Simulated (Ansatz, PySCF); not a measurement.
Zr(Cl)2(SH)2 (Cl2H2S2Zr), SMILES [SH][Zr]([SH])([Cl])[Cl], multiplicity 1. Atoms are numbered in the order given.

```xyz
7

Zr    -0.1012    -0.0339     0.1191
Cl     1.2342     0.9385    -1.5337
Cl     0.9783    -0.1857     2.1815
S     -0.9047    -2.1966    -0.5768
H     -0.9293    -1.7623    -1.8626
S     -2.1171     1.2787     0.3431
H     -1.4003     2.3903     0.6477
```
Charge 0, spin multiplicity 1.

The structure is a stationary point at PBE0-D3(BJ)/def2-SVP. The multiplicity is an assumed one; no other spin state was optimised. The structure was generated by enumeration; whether it is a known compound was not checked. The def2 effective core potentials stand for the cores of Zr; spin–orbit coupling is left out. The values are those of a single conformer.

Two levels are set side by side: PBE-D3(BJ)/def2-SVP (Ansatz, a first-principles code) and PBE0-D3(BJ)/def2-SVP (Ansatz). Each level has its own optimised geometry; the coordinates shown are those of the second. Frequencies come from the Hessian of PySCF at each geometry. Differences are taken from unrounded values.

```
quantity                            PBE0-D3(BJ)
----------------------------------  -----------
mean bond length (Å)                      2.035
bond Zr1–Cl2 (Å)                          2.337
bond Zr1–Cl3 (Å)                          2.333
bond Zr1–S4 (Å)                           2.410
bond Zr1–S6 (Å)                           2.416
bond S4–H5 (Å)                            1.357
bond S6–H7 (Å)                            1.357
highest harmonic wavenumber (cm⁻¹)         2676
mean harmonic wavenumber (cm⁻¹)             580
zero-point energy (kcal/mol)              12.43
```

What does PBE-D3(BJ) give, and how far is it from PBE0-D3(BJ)? (The exact figures need the calculation; the answer reports its results.)


| quantity | PBE-D3(BJ) | PBE-D3(BJ) minus PBE0-D3(BJ) |
|---|---|---|
| mean bond length (Å) | 2.047 | 0.012 |
| bond Zr1–Cl2 (Å) | 2.349 | 0.012 |
| bond Zr1–Cl3 (Å) | 2.345 | 0.012 |
| bond Zr1–S4 (Å) | 2.424 | 0.014 |
| bond Zr1–S6 (Å) | 2.429 | 0.013 |
| bond S4–H5 (Å) | 1.369 | 0.012 |
| bond S6–H7 (Å) | 1.369 | 0.012 |
| highest harmonic wavenumber (cm⁻¹) | 2580 | -96 |
| mean harmonic wavenumber (cm⁻¹) | 561 | -19 |
| zero-point energy (kcal/mol) | 12.03 | -0.40 |

Exact exchange shortens and stiffens bonds; PBE has none. Differences between two approximate levels are no errors against the true value.
